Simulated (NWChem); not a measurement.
Species: InH2O2Cl; SMILES [OH][In]([Cl])[OH]

```xyz
6

In    -0.0066     0.2589     0.0000
Cl    -0.0313    -2.0747     0.0000
O     -1.7295     1.2363     0.0000
H     -1.5818     2.1904     0.0000
O      1.7246     1.2346     0.0000
H      2.4743     0.6269     0.0000
```
Atoms are numbered in this order, from 1.

Computed with NWChem. Geometry: optimised at PBE0/def2-SVP (def2 core potentials past Kr).

What does the run give for PBE0/STO-3G (all-electron, non-relativistic)? Quantities: highest occupied level (eV); orbital gap (eV); dipole (D).


| Quantity | Result |
|---|---|
| highest occupied level (eV) | -4.25 |
| orbital gap (eV) | 6.71 |
| dipole (D) | 3.12 |
